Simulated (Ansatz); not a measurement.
Two structures of BH$_{2}$SOF, closed shell, reached by relaxing down either side of one saddle point (PBE0-D4/def2-TZVP). Energies are electronic, without zero-point energy. Program: Ansatz 0.2.0. Basis: def2-TZVPP and def2-QZVPP. Cores are frozen in the correlated methods. Extrapolation: Hartree–Fock as exp(−7.88 √X), correlation as X^−2.97. First:

```
atom    x (Å)    y (Å)    z (Å)
  B1  -0.2879  -0.1927  -0.1385
  S2   1.0343   0.4585   0.9299
  O3  -0.5106   0.2741  -1.3846
  H4   0.0792   0.9755  -1.6675
  F5  -1.0786  -1.1632   0.2970
  H6   0.7637  -0.3522   1.9638
```

Second:

```json
{"atom": "B1", "x (Å)": "-1.1554", "y (Å)": "-0.5818", "z (Å)": "-0.6820"}
{"atom": "S2", "x (Å)": "0.7323", "y (Å)": "0.8929", "z (Å)": "0.9891"}
{"atom": "O3", "x (Å)": "-0.8337", "y (Å)": "-0.0921", "z (Å)": "-1.7417"}
{"atom": "H4", "x (Å)": "1.2922", "y (Å)": "1.0737", "z (Å)": "-0.2165"}
{"atom": "F5", "x (Å)": "-1.6332", "y (Å)": "-1.2145", "z (Å)": "0.3310"}
{"atom": "H6", "x (Å)": "1.5978", "y (Å)": "-0.0782", "z (Å)": "1.3201"}
```

(1) Which bonds change from the first to the second?

(2) Give the saddle point's structure and its height above each. (Judge from chemistry; the value comes from the calculation.)

No T1 diagnostic of these runs exceeds 0.016.

Results:

(1) BH₂SOF ([OH][B]([F])[SH]) → BOF + H₂S; bonds formed: S2–H4; bonds broken: B1–S2, O3–H4.

(2) By the calculation: 53.52 kcal/mol above the first and 15.97 kcal/mol above the second (CCSD(T) at an estimated basis limit (MP2 extrapolated from triple and quadruple zeta, plus CCSD(T) − MP2 in triple zeta)).
```xyz
6
angstrom
B -0.7263 -0.3156 -0.2991
S 0.5796 0.7889 0.9365
O -0.3245 0.0211 -1.4515
H 0.6212 0.7889 -0.5449
F -1.6091 -1.0599 0.3212
H 1.4591 -0.2234 1.0378
```

Labels in which every atom is bracketed show which atoms are joined, not bond orders.

For scale, one of the runs: CCSD(T)/def2-TZVPP, 163 basis functions, launched by `ansatz run in.yaml --threads 2 --pin off --events-out ev --progress --plain --max-ram 4352MiB`. Time: 28 s of wall clock on 2 CPU threads of an Arm Neoverse V2; the host was shared. Peak host memory: 1.3 GiB.
